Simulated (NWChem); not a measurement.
The numbers come from NWChem runs, not from measurements. System: OPb, charge 0, spin multiplicity 1, at a geometry optimised with PBE/def2-SVP with def2 effective core potentials on Pb. The structure started from a generated list of species. Level: CCSD(T)/def2-TZVP with def2 effective core potentials on Pb, 5 core orbitals frozen.

Job file:

```
start mol
memory heap 100 mb stack 700 mb global 1900 mb
geometry units angstroms nocenter noautoz
  Pb     0.000000     0.000000     0.174633
  O      0.000000     0.000000    -1.789987
  symmetry group C2v
end
basis spherical
  * library def2-tzvp
end
ecp
  Pb library def2-ecp
end
scf
  rhf
  nopen 0
  maxiter 100
  thresh 1e-7
  semidirect memsize 60000000 filesize 0
end
tce
  freeze core 5
  ccsd(t)
  2eorb
  2emet 13
  thresh 1e-6
  maxiter 100
  tilesize 24
end
task tce energy
```

Output (cleaned and shortened):

```
             Northwest Computational Chemistry Package (NWChem) 7.3.0
             --------------------------------------------------------

                                NWChem Input Module
                                -------------------

 Scaling coordinates for geometry "geometry" by  1.889725989
 (inverse scale =  0.529177249)

 Turning off AUTOSYM since
 SYMMETRY directive was detected!

                             Geometry "geometry" -> ""
                             -------------------------

 Output coordinates in angstroms (scale by  1.889725989 to convert to a.u.)

  No.       Tag          Charge          X              Y              Z
 ---- ---------------- ---------- -------------- -------------- --------------
    1 Pb                  82.0000     0.00000000     0.00000000     0.17463300
    2 O                    8.0000     0.00000000     0.00000000    -1.78998700

 Effective nuclear repulsion energy (a.u.)     176.6958879294

            Nuclear Dipole moment (a.u.)
            ----------------------------
        X                 Y               Z
 ---------------- ---------------- ----------------
     0.0000000000     0.0000000000     0.0000188973

      Symmetry information
      --------------------

 Group name             C2v
 Group number             16
 Group order               4
 No. of unique centers     2

      Symmetry unique atoms

     1    2


 Summary of "ao basis" -> "" (spherical)
 ------------------------------------------------------------------------------
       Tag                 Description            Shells   Functions and Types
 ---------------- ------------------------------  ------  ---------------------
 *                         def2-tzvp                  on all atoms

 Summary of "ao basis" -> "ao basis" (spherical)
 ------------------------------------------------------------------------------
       Tag                 Description            Shells   Functions and Types
 ---------------- ------------------------------  ------  ---------------------
 Pb                        def2-tzvp                16       50   6s5p3d2f
 O                         def2-tzvp                11       31   5s3p2d1f

                                 NWChem SCF Module
                                 -----------------

  ao basis        = "ao basis"
  functions       =    81
  atoms           =     2
  closed shells   =    15
  open shells     =     0
  charge          =   0.00
  wavefunction    = RHF
  use symmetry    = T
  symmetry adapt  = T

 Summary of "ao basis" -> "ao basis" (spherical)
 ------------------------------------------------------------------------------
       Tag                 Description            Shells   Functions and Types
 ---------------- ------------------------------  ------  ---------------------
 Pb                        def2-tzvp                16       50   6s5p3d2f
 O                         def2-tzvp                11       31   5s3p2d1f

      Symmetry analysis of basis
      --------------------------

        a1         35
        a2          8
        b1         19
        b2         19

 Forming initial guess at       0.1s

      Superposition of Atomic Density Guess
      -------------------------------------

 Sum of atomic energies:        -294.14493010

      Non-variational initial energy
      ------------------------------

 Total energy =    -266.338007
 1-e energy   =    -533.465032
 2-e energy   =     219.720812
 HOMO         =      -0.357665
 LUMO         =      -0.047954

      Symmetry analysis of molecular orbitals - initial
      -------------------------------------------------

 !! scf_movecs_sym_adapt:   54 vectors were symmetry contaminated

  Symmetry fudging

 !! scf_movecs_sym_adapt:   44 vectors were symmetry contaminated

  Numbering of irreducible representations:

     1 a1          2 a2          3 b1          4 b2

  Orbital symmetries:

     1 a1          2 a1          3 a1          4 b1          5 b2
     6 a1          7 b2          8 b1          9 a1         10 a2
    11 a1         12 a1         13 b1         14 b2         15 a1
    16 b1         17 b2         18 a1         19 b1         20 b2
    21 a1         22 a2         23 a1         24 a1         25 b1

 Starting SCF solution at       1.5s

 ----------------------------------------------
         Quadratically convergent ROHF

 Convergence threshold     :          1.000E-07
 Maximum no. of iterations :          100
 Final Fock-matrix accuracy:          1.000E-09
 ----------------------------------------------

              iter       energy          gnorm     gmax       time
             ----- ------------------- --------- --------- --------
                 1     -266.4402103983  1.90D+00  5.23D-01      1.6
                 2     -266.6428732081  5.48D-01  1.79D-01      1.6
                 3     -266.6662684178  4.66D-01  1.75D-01      1.6
                 4     -266.6757233344  9.09D-02  2.87D-02      1.7
                 5     -266.6763814625  3.34D-03  1.04D-03      1.8
                 6     -266.6763835936  9.00D-06  2.48D-06      1.9
                 7     -266.6763835936  4.18D-09  9.56D-10      2.1

       Final RHF  results
       ------------------

         Total SCF energy =   -266.676383593562
      One-electron energy =   -534.739528722558
      Two-electron energy =    220.656931294286
 Nuclear repulsion energy =     47.406213834709

        Time for solution =      0.5s

       Symmetry analysis of molecular orbitals - final
       -----------------------------------------------

  Numbering of irreducible representations:
[...]
  Orbital symmetries:

     1 a1          2 a1          3 b1          4 b2          5 a1
     6 a1          7 a2          8 a1          9 b2         10 b1
    11 a1         12 a1         13 b2         14 b1         15 a1
    16 b1         17 b2         18 a1         19 b1         20 b2
    21 a1         22 a1         23 a2         24 a1         25 b1

             Final eigenvalues
             -----------------

              1
    1  -20.4831
    2   -6.2024
    3   -3.8908
    4   -3.8908
    5   -3.8759
    6   -1.1907
    7   -1.1150
    8   -1.1150
    9   -1.1006
   10   -1.1006
   11   -1.0463
   12   -0.5930
   13   -0.3726
   14   -0.3726
   15   -0.3632
   16    0.0055
   17    0.0055
   18    0.0845
   19    0.1721
   20    0.1721
   21    0.2397
   22    0.2759
   23    0.2759
   24    0.3350
   25    0.3384

                       ROHF Final Molecular Orbital Analysis
                       -------------------------------------

 Vector   13  Occ=2.000000D+00  E=-3.726474D-01  Symmetry=b2
              MO Center= -9.6D-31, -1.4D-15, -1.6D+00, r^2= 1.3D+00
   Bfn.  Coefficient  Atom+Function         Bfn.  Coefficient  Atom+Function
  ----- ------------  ---------------      ----- ------------  ---------------
    57      0.408228  2 O  py                60      0.368753  2 O  py
    63      0.291630  2 O  py                17      0.164773  1 Pb py

 Vector   14  Occ=2.000000D+00  E=-3.726474D-01  Symmetry=b1
              MO Center= -6.7D-16, -2.3D-30, -1.6D+00, r^2= 1.3D+00
   Bfn.  Coefficient  Atom+Function         Bfn.  Coefficient  Atom+Function
  ----- ------------  ---------------      ----- ------------  ---------------
    56      0.408228  2 O  px                59      0.368753  2 O  px
    62      0.291630  2 O  px                16      0.164773  1 Pb px

 Vector   15  Occ=2.000000D+00  E=-3.632387D-01  Symmetry=a1
              MO Center= -9.3D-16, -3.2D-15, -7.0D-01, r^2= 3.0D+00
   Bfn.  Coefficient  Atom+Function         Bfn.  Coefficient  Atom+Function
  ----- ------------  ---------------      ----- ------------  ---------------
     6      0.367782  1 Pb s                 58     -0.350043  2 O  pz
    61     -0.318215  2 O  pz                12     -0.312072  1 Pb pz
    18      0.260914  1 Pb pz                15      0.244825  1 Pb pz
    64     -0.245271  2 O  pz                 3     -0.183495  1 Pb s
     5      0.150225  1 Pb s

 Vector   16  Occ=0.000000D+00  E= 5.490803D-03  Symmetry=b1
              MO Center= -8.1D-16,  1.0D-30,  2.5D-01, r^2= 5.3D+00
   Bfn.  Coefficient  Atom+Function         Bfn.  Coefficient  Atom+Function
  ----- ------------  ---------------      ----- ------------  ---------------
    19      0.630996  1 Pb px                16      0.310202  1 Pb px
    10     -0.298550  1 Pb px                13      0.218868  1 Pb px
    62     -0.208618  2 O  px                56     -0.161673  2 O  px

 Vector   17  Occ=0.000000D+00  E= 5.490803D-03  Symmetry=b2
              MO Center= -2.6D-30, -1.2D-15,  2.5D-01, r^2= 5.3D+00
   Bfn.  Coefficient  Atom+Function         Bfn.  Coefficient  Atom+Function
  ----- ------------  ---------------      ----- ------------  ---------------
    20      0.630996  1 Pb py                17      0.310202  1 Pb py
    11     -0.298550  1 Pb py                14      0.218868  1 Pb py
    63     -0.208618  2 O  py                57     -0.161673  2 O  py

 Vector   18  Occ=0.000000D+00  E= 8.445553D-02  Symmetry=a1
              MO Center= -4.4D-15,  8.5D-15,  7.1D-01, r^2= 8.8D+00
   Bfn.  Coefficient  Atom+Function         Bfn.  Coefficient  Atom+Function
  ----- ------------  ---------------      ----- ------------  ---------------
    21      1.277666  1 Pb pz                18     -0.586245  1 Pb pz
     5     -0.280812  1 Pb s                 34      0.279144  1 Pb d  0
    15      0.162435  1 Pb pz                64     -0.151549  2 O  pz

 center of mass
 --------------
 x =   0.00000000 y =   0.00000000 z =   0.06487391

 moments of inertia (a.u.)
 ------------------
         204.719065377984           0.000000000000           0.000000000000
           0.000000000000         204.719065377984           0.000000000000
           0.000000000000           0.000000000000           0.000000000000

  Mulliken analysis of the total density
  --------------------------------------

    Atom       Charge   Shell Charges
 -----------   ------   -------------------------------------------------------
    1 Pb  22    21.15   0.06 -0.59  1.78  0.76  1.07  0.80 -0.62  6.56  0.46  0.60  0.11  9.10  0.88  0.11  0.04  0.00
    2 O    8     8.85   0.79  1.18  0.60  0.96  0.39  1.73  1.93  1.26  0.00  0.01  0.00

       Multipole analysis of the density wrt the origin
       ------------------------------------------------

     L   x y z        total         open         nuclear
     -   - - -        -----         ----         -------
     0   0 0 0      0.000000      0.000000     30.000000

     1   1 0 0      0.000000      0.000000      0.000000
     1   0 1 0      0.000000      0.000000      0.000000
     1   0 0 1      2.456978      0.000000    -19.800492

     2   2 0 0    -21.954271      0.000000      0.000000
     2   1 1 0      0.000000      0.000000      0.000000
     2   1 0 1     -0.000000      0.000000      0.000000
     2   0 2 0    -21.954271      0.000000      0.000000
     2   0 1 1     -0.000000      0.000000      0.000000
     2   0 0 2    -33.761342      0.000000     93.930971

                   NWChem Extensible Many-Electron Theory Module
                   ---------------------------------------------


            General Information
            -------------------
      Number of processors :     1
         Wavefunction type : Restricted Hartree-Fock
          No. of electrons :    30
           Alpha electrons :    15
            Beta electrons :    15
           No. of orbitals :   162
            Alpha orbitals :    81
             Beta orbitals :    81
        Alpha frozen cores :     5
         Beta frozen cores :     5
     Alpha frozen virtuals :     0
      Beta frozen virtuals :     0
         Spin multiplicity : singlet
    Number of AO functions :    81
       Number of AO shells :    27
        Use of symmetry is : on
      Symmetry adaption is : on
         Schwarz screening : 0.10D-09

          Correlation Information
          -----------------------
          Calculation type : Coupled-cluster singles & doubles w/ perturbation
   Perturbative correction : (T)
            Max iterations :      100
        Residual threshold : 0.10D-05
     T(0) DIIS level shift : 0.00D+00
     L(0) DIIS level shift : 0.00D+00
     T(1) DIIS level shift : 0.00D+00
     L(1) DIIS level shift : 0.00D+00
     T(R) DIIS level shift : 0.00D+00
     T(I) DIIS level shift : 0.00D+00
   CC-T/L Amplitude update :  5-th order DIIS
                I/O scheme : Global Array Library
        L-threshold :  0.10D-05
        EOM-threshold :  0.10D-05
 no EOMCCSD initial starts read in
 TCE RESTART OPTIONS
 SLICE:      F
 D4D5:       F
 quantumc:   F
 qrotation:  F
 pwtce:      F
 qducc:      F
 nacto:                         0
 nrotv:                         0
 nrot:                          0

            Memory Information
            ------------------
          Available GA space size is     249030239 doubles
          Available MA space size is     104839964 doubles

 Maximum block size supplied by input
 Maximum block size        24 doubles

 tile_dim =     16

 -------------------------------------------------

 Global array virtual files algorithm will be used

 Parallel file system coherency ......... OK

 4-electron integrals stored in orbital form

 v2    file size   =          1875829
 4-index algorithm nr.  13 is used
 imaxsize =       30
 imaxsize ichop =        0


CCSD iterations
 ---------------------------------------------------------
 Iter          Residuum       Correlation     Cpu    Wall
 ---------------------------------------------------------
    1   0.2567824302460  -0.6648621501921     0.7     0.7
    2   0.0776230963376  -0.5907850225525     0.8     0.8
    3   0.0415399602104  -0.6227944783753     0.8     0.8
    4   0.0448417985337  -0.6080334022169     0.8     0.8
    5   0.0438436789398  -0.6215318492471     0.8     0.8
    6   0.0047316935610  -0.6160460230115     0.7     0.7
    7   0.0046318488366  -0.6154931215091     0.8     0.8
    8   0.0024981092015  -0.6160674805940     0.8     0.8
    9   0.0036880427715  -0.6155325320977     0.8     0.8
   10   0.0028435605612  -0.6162695735778     0.7     0.7
   11   0.0002830211583  -0.6160338076754     0.8     0.8
   12   0.0001203324187  -0.6160057633320     0.7     0.7
   13   0.0000854502481  -0.6160065013870     0.7     0.7
   14   0.0000394545506  -0.6160044894096     0.7     0.7
   15   0.0000359086701  -0.6160041626003     0.8     0.8
   16   0.0000104670172  -0.6160036352900     0.8     0.8
   17   0.0000066466520  -0.6160034151014     0.8     0.8
   18   0.0000048835563  -0.6160033554365     0.7     0.7
   19   0.0000031040722  -0.6160038218360     0.8     0.8
   20   0.0000029876791  -0.6160035180498     0.8     0.8
   21   0.0000006321644  -0.6160039853230     0.7     0.7
 -----------------------------------------------------------------
 Iterations converged
 CCSD correlation energy / hartree =        -0.616003985323031
 CCSD total energy / hartree       =      -267.292387578884984

 Singles contributions
    16b1  (alpha) ---    14b1  (alpha)        0.1138116096
    17b2  (alpha) ---    13b2  (alpha)        0.1138116096

 Doubles contributions
 CCSD(T)
 Using plain CCSD(T) code
             total no. of tasks          925
 total no. of tasks / no. procs          925
                         wl_min          343           2.6
                         wl_max       448000           8.7
        thresh for no. of tasks          925

 CCSD[T]  correction energy / hartree =        -0.041534598435643
 CCSD[T] correlation energy / hartree =        -0.657538583758674
 CCSD[T] total energy / hartree       =      -267.333922177320630
 CCSD(T)  correction energy / hartree =        -0.031088860499162
 CCSD(T) correlation energy / hartree =        -0.647092845822193
 CCSD(T) total energy / hartree       =      -267.323476439384137

 Task  times  cpu:       38.6s     wall:       38.6s

 Total times  cpu:       38.6s     wall:       38.6s
```
